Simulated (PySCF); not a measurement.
Pb: ionisation energy

Pb [Xe] 4f14 5d10 6s2 6p2 (3P) → Pb⁺ [Xe] 4f14 5d10 6s2 6p1 (2P), as a difference of total energies. Calculation: PySCF 2.14, in aug-cc-pVDZ-PP with ECP60MDF (5s4p3d, 32 functions); scalar relativity through the core potential. Correlated levels: valence: 5s2 5p6 5d10 frozen. The calculations carry no spin-orbit coupling.

```json
{"method": "UHF", "ionisation energy (eV)": "6.574"}
{"method": "BP86", "ionisation energy (eV)": "7.114"}
{"method": "PBE", "ionisation energy (eV)": "6.984"}
{"method": "MP2 (valence)", "ionisation energy (eV)": "6.775"}
{"method": "SCS-MP2 (valence)", "ionisation energy (eV)": "6.719"}
{"method": "CCSD (valence)", "ionisation energy (eV)": "6.808"}
{"method": "CCSD(T) (valence)", "ionisation energy (eV)": "6.815"}
```

How much does correlation contribute at CCSD(T) (valence)?

6.815 − (6.574) = 0.241 eV, measured against UHF.

Spin-orbit coupling is strong in these open shells (close to jj coupling). The scalar numbers leave it out and a first-order estimate fails, so it can dominate the gap to the real levels.

Errors of the correlated levels include the incompleteness of this basis and the frozen core.

For comparison: 7.417 eV (measured; NIST Atomic Spectra Database, ionization energies).
